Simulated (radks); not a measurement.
Values are calculated unless marked as measured or tabulated.
All-electron atom: the barium ion Ba2+ in [Kr] 4d10 5p6 4f2 (not the ground configuration). Level of theory: non-relativistic Kohn-Sham, PBEsol, spin-polarised, spherical densities, point nucleus; open shells are filled with parallel spins first (spin-orbit coupling, left out, can overturn this in heavy ions); relativity is left out, which matters for an element this heavy (a radial shooting solver on a logarithmic mesh with Libxc functionals).

Normalised radial functions P(r) = r R(r), r in bohr:

```
   r/bohr * 4d down (the largest magnitude, 1.21, reaches the edge; | marks zero)
 0.001189                             *
 0.001573                             *
 0.002081                             *
 0.002754                             *
 0.003673                             *
  0.00486                             *
  0.00643                             *
 0.008508                             *
  0.01126                             *
   0.0149                             *
  0.01971                             *
  0.02608                             |*
   0.0345                             |*
  0.04602                             |  *
  0.06089                             |    *
  0.08056                             |      *
   0.1066                             |          *
    0.141                             |             *
   0.1866                             |              *
   0.2469                             |         *
   0.3267                             *
   0.4323               *             |
   0.5765    *                        |
   0.7628  *                          |
    1.009         *                   |
    1.335                  *          |
    1.767                         *   |
    2.338                            *|
    3.093                             *
    4.093                             *
    5.416                             *
```

4d down: eigenvalue -100.42 eV, 1 radial node at r = 0.325 bohr, <r> = 0.804 bohr, 90 % of the charge inside 1.21 bohr.
